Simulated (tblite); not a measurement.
C₃H₁₀BGeN.
SMILES with atom numbers: `[BH2:1][N:2]([CH3:3])[GeH2:4][CH:5]=[CH2:6]` (hydrogens: H7, H8 on B1; H9, H10, H11 on C3; H12, H13 on Ge4; H14 on C5; H15, H16 on C6)

Computed with GFN2-xTB (tblite), gas phase: L-BFGS steps from a force-field or distance-geometry start until the largest atomic force falls under 0.01 eV/Å.

Geometry at step 3:
```
atom  x, y, z in Å
B1     -1.4619   -1.0321   -0.9335
N2     -1.1734    0.2152   -0.3991
C3     -2.1874    0.6620    0.5453
Ge4     0.4616    0.5866    0.4111
C5      1.9796    0.0571   -0.6657
C6      3.0473   -0.4479   -0.0912
H7     -2.4154   -1.5836   -0.5485
H8     -0.8963   -1.4815   -1.8316
H9     -2.1231   -0.0679    1.3299
H10    -3.1787    0.6640    0.1085
H11    -1.9924    1.6532    0.9538
H12     0.5341    2.0592    0.7461
H13     0.4445   -0.1650    1.7705
H14     1.9519    0.2136   -1.7304
H15     3.0766   -0.5920    0.9779
H16     3.9254   -0.7319   -0.6545
```

Task: What forces act on the atoms?

Result: 
```
atom  Fx (eV/Å)  Fy (eV/Å)  Fz (eV/Å)
  B1     -0.378     -0.283     -0.585
  N2      0.438      0.579      0.449
  C3     -0.040      0.032      0.159
 Ge4      0.040     -0.187     -0.074
  C5     -0.332      0.123     -0.088
  C6      0.602     -0.263      0.079
  H7     -0.293     -0.155     -0.055
  H8      0.628     -0.130     -0.188
  H9     -0.646     -0.048      0.944
 H10     -0.090     -0.061     -0.132
 H11      0.156      0.144     -0.063
 H12     -0.237      0.100     -0.019
 H13      0.052      0.243     -0.338
 H14     -0.031     -0.003     -0.163
 H15      0.105     -0.074     -0.022
 H16      0.027     -0.016      0.095
```

The largest, 1.14 eV/Å, acts on H9; the rms over all components is 0.295 eV/Å. The forces sum to zero within rounding, as they must for an isolated molecule in no field.

Task: Give the force on H9 in Eh/bohr and in nN.

Result: 1.145 eV/Å ÷ 51.422 = 0.02226 Eh/bohr, and 1.145 eV/Å × 1.602 = 1.83 nN.

Task: How far is this geometry from the end of the optimisation?

Result: 0.611 eV above it, and 0.435 Å rms away after alignment. The bonds farthest from their final lengths, with half the difference of the two atoms' forces along the bond (positive lengthens):

| bond | now (Å) | final (Å) | force along bond (eV/Å) |
| --- | --- | --- | --- |
| Ge4–H13 | 1.553 | 1.515 | -0.22 |
| C3–H9 | 1.074 | 1.095 | +0.30 |
| B1–H8 | 1.153 | 1.173 | +0.06 |
| Ge4–C5 | 1.935 | 1.947 | -0.18 |
| C5=C6 | 1.313 | 1.323 | +0.49 |
| B1–H7 | 1.167 | 1.174 | +0.02 |

The angle farthest from its final value is B1–N2–C3, 112.4° against 122.2°.

Of the 5 listed bonds off by 0.010 Å or more, this force points towards the final length in 4.

What follows is the cost of the whole relaxation. On Intel Xeon Platinum 8259CL at 2.50 GHz, one thread, no GPU, shared host, this took 1.0 s of wall time.
